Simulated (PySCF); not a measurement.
C2H7BO.

```xyz
11

B      0.4967    -0.8820     1.5431
H     -0.6063    -1.2588     1.8761
H      1.5097    -1.2871     2.0546
O      0.6360     0.0290     0.5618
C     -0.4767     0.5844    -0.1438
C     -0.4254     0.1766    -1.6057
H     -1.4168     0.2543     0.3314
H     -0.4041     1.6792    -0.0437
H     -0.5303    -0.9143    -1.7114
H     -1.2428     0.6604    -2.1627
H      0.5319     0.4782    -2.0569
```
Charge 0, spin multiplicity 1.

Geometry optimised at TPSSh-D3(BJ)/def2-SVP. This is a generated structure with no PubChem entry under its InChIKey; it may be hypothetical. Other conformers were not sampled.

These are PBE0/pcSseg-1 (PySCF) values and carry that method's errors. Non-relativistic, no solvent.

Problem. Give the absolute GIAO shielding of each atom: isotropic value and principal components (ppm). (The exact figures need the calculation; the answer reports its results.)

Solution. 
| atom | σ(iso) | σ11 | σ22 | σ33 | span |
|---|---|---|---|---|---|
| B1 | 53.5 | 25.3 | 40.5 | 94.7 | 69.4 |
| H2 | 26.1 | 24.4 | 26.3 | 27.7 | 3.3 |
| H3 | 26.3 | 25.6 | 25.8 | 27.3 | 1.6 |
| O4 | 83.9 | -134.7 | 58.0 | 328.4 | 463.1 |
| C5 | 108.5 | 73.3 | 88.7 | 163.7 | 90.4 |
| C6 | 163.9 | 147.2 | 162.4 | 182.2 | 35.0 |
| H7 | 27.3 | 24.1 | 27.4 | 30.4 | 6.4 |
| H8 | 26.9 | 23.1 | 26.8 | 30.7 | 7.6 |
| H9 | 30.0 | 26.7 | 28.3 | 35.1 | 8.4 |
| H10 | 30.2 | 26.7 | 27.3 | 36.5 | 9.8 |
| H11 | 29.5 | 26.2 | 27.7 | 34.7 | 8.6 |
